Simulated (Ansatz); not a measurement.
`F[SiH2]C[SiH2]F`, 11 atoms. Charge 0, multiplicity 1. All runs use 4 threads of an AMD EPYC 9B14 on a shared host. Correlated methods freeze the cores.

Give the basis size and wall time and peak host memory of each of these runs in Ansatz. direct RPA on PBE orbitals/def2-TZVPP energy; RHF-MP2/def2-QZVPP energy; RKS CAM-B3LYP-D4/def2-TZVPP energy; RKS PBE0-D4/def2-TZVP frequencies; RKS PBE0-D4/def2-SVP energy; RKS B3LYP-D4/def2-TZVPP energy and forces; RKS ωB97M-V/def2-QZVPP energy; RHF-CCSD(T)/def2-SVP energy; RKS ωB97M-V/def2-SVP energy; RKS PBE0-D4/def2-QZVPP energy; RKS PBE0-D4/def2-TZVP relaxation (5 steps); RHF-CCSD(T)/def2-TZVPP energy. (Estimate.)

Computed: Other jobs shared the machine, so times are rough.

```csv
level,job,functions,wall time,peak host memory (GiB)
RKS PBE0-D4/def2-SVP,energy,108,0.85 s,0.46
RKS CAM-B3LYP-D4/def2-TZVPP,energy,261,2.7 s,0.79
RKS ωB97M-V/def2-SVP,energy,108,2.8 s,0.46
RKS B3LYP-D4/def2-TZVPP,energy and forces,261,3.4 s,0.78
direct RPA on PBE orbitals/def2-TZVPP,energy,261,3.6 s,0.62
RHF-CCSD(T)/def2-SVP,energy,108,3.7 s,0.51
RKS PBE0-D4/def2-QZVPP,energy,491,6 s,1.9
RKS ωB97M-V/def2-QZVPP,energy,491,12 s,2.3
RKS PBE0-D4/def2-TZVP,relaxation (5 steps),203,13 s,0.56
RHF-MP2/def2-QZVPP,energy,491,14 s,3
RKS PBE0-D4/def2-TZVP,frequencies,203,99 s,0.58
RHF-CCSD(T)/def2-TZVPP,energy,261,100 s,6.1
```

B3LYP here is the variant with VWN-RPA as its local correlation; programs differ in this.
